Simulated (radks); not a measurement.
Problem. Species: Hg51+. Configuration: [Ar] 3d10 4s1 (the NIST ground configuration). Calculated with a radial shooting solver on a logarithmic mesh with Libxc functionals: non-relativistic Kohn-Sham, LB94 model potential, spin-polarised, spherical densities, point nucleus; open shells are filled with parallel spins first (spin-orbit coupling, left out, can overturn this in heavy ions); relativity is left out, which matters for an element this heavy. Some entries of the table are withheld. Estimate them.

orbital,occ.,eigenvalue (eV),r(max) (bohr)
1s up,1,-78025.67,0.01256
1s down,1,-78023.88,0.01256
2s up,1,-15355.84,0.06811
2s down,1,-15354.99,0.06811
2p up,3,-14896.04,0.05279
2p down,3,-14895.37,0.05278
3s down,1,-5578.290,0.1842
3s up,1,-5577.425,0.1842
3p down,3,-5364.669,0.1729
3p up,3,-5363.993,0.1729
3d down,5,-4973.829,0.1350
3d up,5,-4973.660,0.1350
4s down,0,-2861.235,(1)
4s up,1,-2852.543,(2)
4p down,0,(3),0.3695
4p up,0,(4),0.3696
5s down,0,-1744.238,0.6412
5s up,0,-1742.137,0.6419

Solution. 
(1) 4s down r(max) (bohr): 0.3756
(2) 4s up r(max) (bohr): 0.3757
(3) 4p down eigenvalue (eV): -2768.699
(4) 4p up eigenvalue (eV): -2759.910
